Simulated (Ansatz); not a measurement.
A run for Ansatz (a quantum-chemistry and plane-wave program): R-r2SCAN/def2-TZVPPD on H4OSi (SMILES O[SiH3]) with ghost functions, monomers drawn apart or pushed together. Files ending in .json are basis or fitting sets from the Basis Set Exchange.

Ansatz 0.2 input:
```yaml
crystal:
  periodic: [false, false, false]
  atoms:
    - {symbol: O, position_ang: [-0.46812410, -1.21098383, 3.59157878]}
    - {symbol: Si, position_ang: [-0.01294883, 0.31551858, 4.02621010]}
    - {symbol: H, position_ang: [-0.60252107, -1.39170439, 2.65724268]}
    - {symbol: H, position_ang: [1.12333098, 0.79338376, 3.19750496]}
    - {symbol: H, position_ang: [0.39448534, 0.23476602, 5.44276192]}
    - {symbol: H, position_ang: [-1.12210005, 1.28933126, 3.87881588]}
basis:
  gaussian:
    orbitals: def2-TZVPPD.json
    ghost_atoms:
      - {symbol: Si, position_ang: [-0.00624670, 0.15045999, 0.19760348]}
      - {symbol: H, position_ang: [-0.82315555, 1.07555603, 1.01331539]}
      - {symbol: H, position_ang: [1.37651391, 0.65870729, 0.08434713]}
      - {symbol: H, position_ang: [-0.60913515, -0.00417720, -1.14389018]}
      - {symbol: H, position_ang: [0.01719270, -1.17477879, 0.86582093]}
hamiltonian:
  xc: {name: r2SCAN}
scf: {lower_state_search: off}
```

The head of its log:

```
Functional definition: r2SCAN
[...]
these checks for a lower state are left out or cut short: stability, starts, cluster_reference, orbital_swaps, neighbouring_geometries, increment
integrals: 0.22 GiB planned
1235 factors; their error is unknown
mean field: 1.43 GiB planned
mean field evaluation 1: about -9985.1525 eV, gradient 5.6e1 eV
mean field evaluation 2: about -9966.4898 eV, gradient 1.1e2 eV
```

Problem. What total energy does the run end on?

Solution. -367.1320 hartree.
